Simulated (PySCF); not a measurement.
Species: C₅H₁₂NPSi.
Atom-mapped SMILES: `[CH2:1]=[CH:2][P@@:3]1(=[N:4][SiH3:5])[CH2:6][C@H:7]1[CH3:8]` (hydrogens: H9, H10 on C1; H11 on C2; H12, H13, H14 on Si5; H15, H16 on C6; H17 on C7; H18, H19, H20 on C8)

A GFN2-xTB structure was refined with PBE0-D3(BJ)/def2-SVP geometry optimisation, gas phase in PySCF. Its GFN2-xTB values:

```tsv
coordinate	GFN2-xTB
C1=C2	1.350 Å
C1–H9	1.058 Å
C1–H10	1.055 Å
C2–P3	1.798 Å
C2–H11	1.080 Å
P3=N4	1.610 Å
P3–C6	1.827 Å
N4–Si5	1.690 Å
Si5–H12	1.475 Å
Si5–H13	1.457 Å
C6–C7	1.558 Å
C6–H15	1.072 Å
C6–H16	1.076 Å
C7–C8	1.501 Å
C7–H17	1.084 Å
C8–H18	1.084 Å
C1–C2–P3	118.9°
C2–P3–N4	122.8°
C2–P3–C7	111.6°
P3–N4–Si5	130.7°
P3–C7–C8	125.3°
N4–P3–C6	124.4°
N4–P3–C7	117.2°
C6–C7–C8	117.4°
C1–C2–P3–N4	3°
C2–P3–N4–Si5	69°
C2–P3–C6–C7	103°
```

**Question.** How do these coordinates change at the PBE0-D3(BJ)/def2-SVP level?

**Answer.** 
| coordinate | PBE0-D3(BJ)/def2-SVP (Å or °) | change |
| --- | --- | --- |
| P3=N4 | 1.551 | -0.059 |
| Si5–H13 | 1.504 | +0.047 |
| C1–H10 | 1.095 | +0.040 |
| C1–H9 | 1.094 | +0.036 |
| Si5–H12 | 1.506 | +0.031 |
| C6–H15 | 1.095 | +0.023 |
| C6–H16 | 1.096 | +0.020 |
| P3–C6 | 1.807 | -0.020 |
| C8–H18 | 1.100 | +0.016 |
| C1=C2 | 1.335 | -0.015 |
| C2–H11 | 1.095 | +0.015 |
| C7–H17 | 1.098 | +0.014 |
| N4–Si5 | 1.701 | +0.011 |
| C6–C7 | 1.548 | -0.010 |
| C7–C8 | 1.506 | +0.005 |
| C2–P3 | 1.793 | -0.005 |
| P3–N4–Si5 | 138.7 | +8.0 |
| N4–P3–C7 | 123.6 | +6.4 |
| C2–P3–N4 | 117.5 | -5.3 |
| N4–P3–C6 | 127.6 | +3.2 |
| C6–C7–C8 | 120.6 | +3.2 |
| C1–C2–P3 | 119.6 | +0.7 |
| P3–C7–C8 | 126.0 | +0.7 |
| C2–P3–C7 | 111.0 | -0.6 |
| C2–P3–N4–Si5 | 90 | +21 |
| C1–C2–P3–N4 | 0 | -3 |
| C2–P3–C6–C7 | 102 | -1 |

The energy falls by 7.7 kcal/mol over 15 energy and gradient evaluations, the largest force component goes from 0.0543 to 3.2e-04 Eh/bohr, and the atoms move by 0.138 Å rms after alignment. The bond that changes most is P3=N4 (ends: phosphorus bonded to 3 C and N; nitrogen bonded to P and Si), which shortens by 0.059 Å. Bonds longer at the end by more than 0.005 Å: 13 of 20; shorter: 5. Among the dihedrals that turn most is C6–P3–N4–Si5, from -86° to -60°. Rotational constants go from 2158, 969.6, 753.0 to 2117, 967.4, 744.0 MHz.

The run used 180 basis functions and 103 SCF cycles in all. Time: 3.4 min of wall time; peak memory 0.84 GiB. Hardware: an Intel Xeon Platinum 8559C with one thread, on a shared host.

PBE0-D3(BJ)/def2-SVP frequencies: not computed here. One conformer, not necessarily the lowest.
